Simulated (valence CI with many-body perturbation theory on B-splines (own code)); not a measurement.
Values are calculated unless marked as measured or tabulated.
## Energy levels of Hg LXVIII

Level of theory: valence CI with perturbative core correlation (CI+MBPT): three valence electrons over a frozen Dirac-Fock core [Ne], a basis of 11 s, 11 p, 9 d, 7 f, 5 g, 2 h, 1 i functions for each j, with the one-electron correlation potential Σ1, the two-electron term Σ2, the three-electron term Σ3, Breit, model QED; selected CI, second order for the rest (own B-spline code, finite nucleus).

The last digits are not significant, and no measured levels were compared; by estimate large intervals hold to a few tenths of a per cent, small ones and those within an open d or f shell to about a per cent.

Levels 1 to 45 of 68, with energies above the lowest level, (3s^2 3p1/2) J=1/2. "Leading %" is the weight of the configuration and term that name the level; weights of strongly mixed levels are sums over their largest components and can fall short. In the jj column 3d3/2^4 stands for four electrons in 3d with j = 3/2.

```tsv
No.	Configuration	Term	J	E (eV)	Leading %	Leading jj	Second component
1	3s²3p	²P°	1/2	0.0	100	3s^2 3p1/2 (100 %)	
2	3s3p²	⁴P	1/2	190.6	50	3s 3p1/2^2 (99 %)	31 % 3s3p² ²S
3	3s²3p	²P°	3/2	528.8	99	3s^2 3p3/2 (99 %)	
4	3s3p²	⁴P	3/2	685.2	88	3s 3p1/2 3p3/2 (99 %)	9 % 3s3p² ²D
5	3s3p²	²D	5/2	705.6	63	3s 3p1/2 3p3/2 (98 %)	36 % 3s3p² ⁴P
6	3s3p²	²D	3/2	727.7	46	3s 3p1/2 3p3/2 (78 %)	29 % 3s3p² ²P
7	3s3p²	²P	1/2	739.6	69	3s 3p1/2 3p3/2 (99 %)	31 % 3s3p² ⁴P
8	3s²3d	²D	3/2	788.3	78	3s^2 3d3/2 (78 %)	14 % 3s3p² ²D
9	3s²3d	²D	5/2	895.3	98	3s^2 3d5/2 (98 %)	
10	3s3p3d	⁴F°	3/2	912.1	35	3s 3p1/2 3d3/2 (59 %)	19 % 3p³ ²P°
11	3s3p3d	⁴F°	3/2	926.4	42	3s 3p1/2 3d3/2 (55 %)	21 % 3p³ ²P°
12	3s3p3d	⁴F°	5/2	938.0	41	3s 3p1/2 3d3/2 (99 %)	33 % 3s3p3d ²F°
13	3s3p3d	⁴D°	1/2	967.7	56	3s 3p1/2 3d3/2 (99 %)	38 % 3s3p3d ²P°
14	3s3p3d	⁴D°	3/2	976.8	30	3s 3p1/2 3d3/2 (84 %)	28 % 3s3p3d ²P°
15	3s3p3d	⁴P°	5/2	1055.8	38	3s 3p1/2 3d5/2 (100 %)	31 % 3s3p3d ⁴D°
16	3s3p3d	⁴F°	7/2	1072.2	40	3s 3p1/2 3d5/2 (99 %)	36 % 3s3p3d ²F°
17	3s3p3d	²F°	5/2	1083.3	51	3s 3p1/2 3d5/2 (99 %)	22 % 3s3p3d ²D°
18	3s3p3d	²P°	3/2	1088.0	38	3s 3p1/2 3d5/2 (94 %)	33 % 3s3p3d ²D°
19	3p²3d	²D	3/2	1149.8	42	3p1/2^2 3d3/2 (99 %)	33 % 3p²3d ⁴F
20	3s3p²	⁴P	5/2	1226.6	62	3s 3p3/2^2 (99 %)	37 % 3s3p² ²D
21	3s3p²	²S	1/2	1268.2	68	3s 3p3/2^2 (99 %)	19 % 3s3p² ⁴P
22	3s3p²	²P	3/2	1275.9	60	3s 3p3/2^2 (99 %)	31 % 3s3p² ²D
23	3p²3d	²D	5/2	1284.8	34	3p1/2^2 3d5/2 (99 %)	20 % 3p²3d ⁴D
24	3p³	²D°	5/2	1434.2	64	3p1/2 3p3/2^2 (64 %)	15 % 3s3p3d ²D°
25	3p³	⁴S°	3/2	1440.7	49	3p1/2 3p3/2^2 (91 %)	42 % 3p³ ²D°
26	3p³	²P°	1/2	1459.4	74	3p1/2 3p3/2^2 (74 %)	15 % 3s3p3d ²P°
27	3s3p3d	⁴D°	3/2	1467.1	43	3s 3p3/2 3d3/2 (96 %)	33 % 3s3p3d ⁴P°
28	3s3p3d	⁴P°	1/2	1469.3	72	3s 3p3/2 3d3/2 (90 %)	17 % 3s3p3d ⁴D°
29	3s3p3d	⁴D°	5/2	1473.3	35	3s 3p3/2 3d3/2 (75 %)	23 % 3s3p3d ⁴F°
30	3s3p3d	⁴F°	7/2	1475.0	42	3s 3p3/2 3d3/2 (97 %)	41 % 3s3p3d ²F°
31	3s3p3d	²D°	3/2	1507.0	59	3s 3p3/2 3d3/2 (92 %)	19 % 3s3p3d ⁴P°
32	3s3p3d	²F°	5/2	1519.9	63	3s 3p3/2 3d3/2 (89 %)	10 % 3p³ ²D°
33	3s3p3d	²P°	1/2	1526.8	61	3s 3p3/2 3d3/2 (84 %)	20 % 3s3p3d ⁴D°
34	3s3p3d	⁴F°	9/2	1562.1	100	3s 3p3/2 3d5/2 (100 %)	
35	3s3p3d	²D°	5/2	1586.8	45	3s 3p3/2 3d5/2 (98 %)	39 % 3s3p3d ⁴P°
36	3s3p3d	²F°	7/2	1595.8	52	3s 3p3/2 3d5/2 (97 %)	40 % 3s3p3d ⁴D°
37	3s3p3d	²D°	3/2	1600.1	43	3s 3p3/2 3d5/2 (94 %)	39 % 3s3p3d ²P°
38	3s3p3d	²F°	7/2	1617.8	70	3s 3p3/2 3d5/2 (99 %)	20 % 3s3p3d ⁴D°
39	3s3p3d	²P°	1/2	1627.2	83	3s 3p3/2 3d5/2 (95 %)	7 % 3s3p3d ⁴D°
40	3s3p3d	²P°	3/2	1639.7	75	3s 3p3/2 3d5/2 (99 %)	9 % 3s3p3d ⁴P°
41	3s3p3d	²D°	5/2	1641.9	62	3s 3p3/2 3d5/2 (96 %)	22 % 3s3p3d ²F°
42	3p²3d	²F	5/2	1648.9	47	3p1/2 3p3/2 3d3/2 (91 %)	35 % 3p²3d ⁴F
43	3p²3d	⁴F	3/2	1657.9	41	3p1/2 3p3/2 3d3/2 (98 %)	25 % 3p²3d ⁴D
44	3p²3d	⁴D	1/2	1661.0	81	3p1/2 3p3/2 3d3/2 (100 %)	16 % 3p²3d ²P
45	3p²3d	²G	7/2	1666.4	53	3p1/2 3p3/2 3d3/2 (97 %)	25 % 3p²3d ²F
```

The ionisation energy to 3s² ¹S0 of the next ion comes out as 8162.4 eV (NIST: 8160 ± 40 eV (theoretical)). All 68 levels together are meant to be complete up to 1909.3 eV.
